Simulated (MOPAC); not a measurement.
The molecule BeP+, multiplicity 3 (lowest of 2S+1 = 1, 3, 5 at CCSD(T)/def2-TZVPP on PBE0 minima; our sources give no spin for the ground state, which may be another).

Seven points along R, fitted to fifth degree in 1/R; most abundant isotopes. In def2 and cc sets the state is the lowest found near the PBE0 minimum, followed along R.

The state that PM3 reach isn't checked.

Run with MOPAC for PM3 (differences of heats of formation). Each number belongs to the level named beside it.

Energies at PM3:

| R (Å) | E (hartree) |
|---|---|
| 1.876534 | 0.45280382 |
| 1.926979 | 0.45186540 |
| 1.973388 | 0.45140952 |
| 2.025850 | 0.45138042 |
| 2.078312 | 0.45191013 |
| 2.138846 | 0.45328430 |
| 2.209468 | 0.45600124 |

Q: With a reduced mass of 6.9810 u, find the minimum, the force constant and the constants.

A: A fifth-degree polynomial in 1/R puts the minimum at r_e = 2.0027 Å with force constant 85.0 N/m. Then ω_e = (1/2πc)√(k/μ) = 455 cm⁻¹ and B_e = h/(8π²cμr_e²) = 0.6021 cm⁻¹; the cubic and quartic terms give α_e = -0.010 and ω_e x_e = -1.2 cm⁻¹.

Doubts at one or more of the structures used: a spin-contaminated determinant (PM3).
